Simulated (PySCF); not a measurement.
Mg(H)(OH) (H2MgO), SMILES [OH][MgH]. Heavy atoms are numbered as in [MgH:1][OH:3]. Hydrogens are named by the atom that carries them.

Coordinates come from a B3LYP-D3(BJ)/def2-TZVPD optimisation.

All values below come from B3LYP/pcSseg-2 (PySCF).

GIAO shieldings, no solvent; atoms alike by connectivity are averaged. δ = σ(ref) − σ: ¹H against TMS (σ = 31.68 ppm); ¹⁷O against H2O (σ = 325.5 ppm), references at their B3LYP-D3(BJ)/def2-TZVP geometries, non-relativistic.

| atoms | nucleus | count | δ (ppm) |
|---|---|---|---|
| H on Mg1 | ¹H | 1 | 4.50 |
| H on O3 | ¹H | 1 | 0.36 |
| O3 (OH) | ¹⁷O | 1 | ___ |

Fill in the missing entries. (The exact figures need the calculation; the answer reports its results.)


- O3 (OH), δ (ppm): -14.4
